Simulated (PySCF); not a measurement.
**Structure elucidation problem**

The spectra below were simulated for a compound C₉H₇OP.

1H NMR (300 MHz, computed): δ 9.62 (m, 1H), 8.33 (m, 1H), 7.95 (m, 1H), 3.12 (s, 1H), 2.65 (s, 3H).

13C{1H} NMR (computed): δ 201.4 (C), 174.8 (CH), 173.6 (C), 139.0 (CH), 138.9 (CH), 133.8 (C), 92.0 (CH), 89.9 (C), 26.6 (CH3).

[PySCF: geometry from GFN2-xTB; shielding tensors at PBE0/pcSseg-1 (GIAO); in vacuum; no relativistic terms; a single conformation; one averaged value for each set of equivalent atoms]

Referencing at the same level of theory: TMS for 1H, 13C.

Task: Deduce the structure.

Result: 
- 9 carbon signals for 9 carbons: no two carbons are equivalent.
- Carbon types of the structure: 4 × C, 4 × CH, 1 × CH3, which accounts for all hydrogens.
- δC 201.4: ketone carbonyl carbon; the double bond to the heteroatom, with no lone-pair donor beside it, deshields it most.
- δC 174.8, 139.0, 138.9: aromatic CH.
- δC 173.6, 133.8: substituted aromatic carbon.
- δC 92.0: terminal alkyne carbon; sp carbons lie upfield of alkene carbons because the cylindrical π system leaves one tensor component strongly shielded.
- δC 89.9: alkyne carbon; the triple bond shields along its axis, which puts it between sp3 and sp2 carbons.
- δH 9.62, 8.33, 7.95: hydrogen on an aromatic CH.
- δH 3.12: hydrogen on a terminal alkyne carbon; it lies on the axis of the triple bond, in its shielding cone.

These data were computed for `CC(c1ccc(C#C)cp1)=O`.

This is the structure that produced the data.

Splittings by 31P in the carbon and heteronuclear signals aren't shown, as no couplings were computed. Shifts are as computed. Against solution values, carbons near 30 ppm lie about +3 ppm off and those near 130 ppm about +5 ppm. Of 1211 compounds with measured shifts, 218 miss one by over three times the rms of a fit or turn the order of signals round; such compounds aren't used in these exercises. No couplings were computed; multiplicities are counted from neighbouring protons, with m where these are inequivalent, close in shift, in a saturated or five-membered ring or joined by F or P, and br s for small geminal =CH2 splittings.
